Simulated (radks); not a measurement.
Charge is removed step by step from the 3d5/2 level of Sr2+, starting from [Ar] 3d(3/2: 4, 5/2: 6) 4s2 4p6. All-electron calculation, Dirac Kohn-Sham, PBE, spin-unpolarised, spherical densities, finite nucleus; Fermi nuclear charge, rms radius 4.224 fm. Program: a radial shooting solver on a logarithmic mesh with Libxc functionals. At the starting occupation the eigenvalue is -141.26 eV. Estimate the energy to remove one whole electron from this level, the eigenvalue at the end, and how far E(n) bends from a straight line.

Answer. Delta-SCF 157.10 eV; final eigenvalue -173.34 eV; the deviation from the straight line is -4.011 eV at 0.5 electron removed, the largest on the grid computed. Slater's transition state (half an electron removed) gives 156.99 eV. Integrating minus the eigenvalue over the occupation (Janak's theorem) gives 157.10 eV. The mean slope of the eigenvalue, de/dn, is 32.1 eV per electron.
